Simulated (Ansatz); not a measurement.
A series at Si: from `C[Si](C)(C)F`, ligands are replaced one by one, each step taking up H₂S and setting free CH₄; n counts the steps. Ansatz, PBE0-D4/def2-TZVP geometries. Each molecule was computed in one conformer, which needn't be the lowest.

| n | molecule | HOMO energy, ωB97M-V/def2-TZVPP (eV) |
| --- | --- | --- |
| 0 | `C[Si](C)(C)F` | -10.85 |
| 1 | `C[Si](C)(F)S` | -9.58 |
| 2 | `C[Si](F)(S)S` | -9.96 |
| 3 | `F[Si](S)(S)S` | ? |

By hand: fit a straight line y = ȳ + b (n − n̄) to the 3 given rows and predict n = 3.

n̄ = 1.000, ȳ = -10.130; Σ(n − n̄)(y − ȳ) = 0.890, Σ(n − n̄)² = 2.000, so b = 0.445 eV a step. Prediction: -10.130 + (0.445) × (2.000) = -9.24 eV.

By hand: compare with the computed value, -10.20 eV, and give the steps along the whole series.

The line misses by -0.96 eV (computed minus predicted). Steps: 1.27, -0.38, -0.24 eV.

The steps change sign along the series, so a line is a poor guide. The highest orbital can change its character along such a series. The miss is 75.6 % of the series' range.
